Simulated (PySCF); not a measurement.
## Does the structure fit the spectrum?

A compound C$_{5}$H$_{9}$NOSi gives the data below (simulated from a calculation) and was assigned the structure `COc1ccn([SiH3])c1`.

¹³C{¹H} NMR (computed): δ 194.0 (CH), 177.6 (CH), 164.8 (C), 137.2 (CH), 24.1 (CH3).

¹H NMR (400 MHz, computed): δ 9.85 (d, 1H), 9.29 (s, 1H), 6.05 (d, 1H), 4.97 (s, 3H), 2.21 (s, 3H).

[PySCF: coordinates at the GFN2-xTB level; shieldings: GIAO PBE0/pcSseg-1; single conformer; rapidly exchanging positions averaged; isolated molecule; non-relativistic]

δ = σ(ref) − σ, references computed at the same level: TMS for ¹H, ¹³C.

**Question.** Compare with the shifts computed for the proposed structure, pairing carbons in order of shift.

**Answer.** Atoms are numbered as in `[CH3:1][O:2][c:3]1[cH:4][cH:5][n:6]([SiH3:7])[cH:8]1`; H(Xn) means a hydrogen on atom n.

```csv
atom,computed for proposal,given list,difference
C3,159.2,194.0,-34.8
C5,126.8,177.6,-50.8
C4,111.3,164.8,-53.5
C8,106.0,137.2,-31.2
C1,57.8,24.1,+33.7
```

The rms difference is 41.9 ppm and the largest -53.5 ppm at C4 (aromatic CH). The carbon types in order of shift don't match either: C, CH, CH, CH, CH3 for the proposal against CH, CH, C, CH, CH3 in the data. The proposal doesn't fit.

**Question.** Which isomer fits?

**Answer.** SMILES O=C/C=C(C)\C=N/[SiH3].

- Carbon types of the structure: 1 × C, 3 × CH, 1 × CH3, leaving 3 H on heteroatoms.
- δC 194.0: aldehyde carbonyl carbon; low-lying n→π* states of the double bond to the heteroatom give a large paramagnetic term (-259 ppm).
- δC 164.8: β carbon of a C=C–C=O unit; conjugation with the carbonyl draws π density from the β position.
- δC 137.2: α carbon of a C=C–C=O unit; the olefinic region.
- δH 9.85: hydrogen on an aldehyde carbonyl carbon; the formyl region, downfield of aromatic protons.

The data come from this structure; uniqueness wasn't tested.

Shifts are as computed. Against solution values, carbons near 30 ppm lie about +3 ppm off and those near 130 ppm about +5 ppm. Of 1211 compounds with measured shifts, 218 miss one by over three times the rms of a fit or turn the order of signals round; such compounds aren't used in these exercises. Multiplicities follow the n + 1 count of equivalent neighbours, as no J values were calculated; m marks all less simple cases, F and P coupling included.
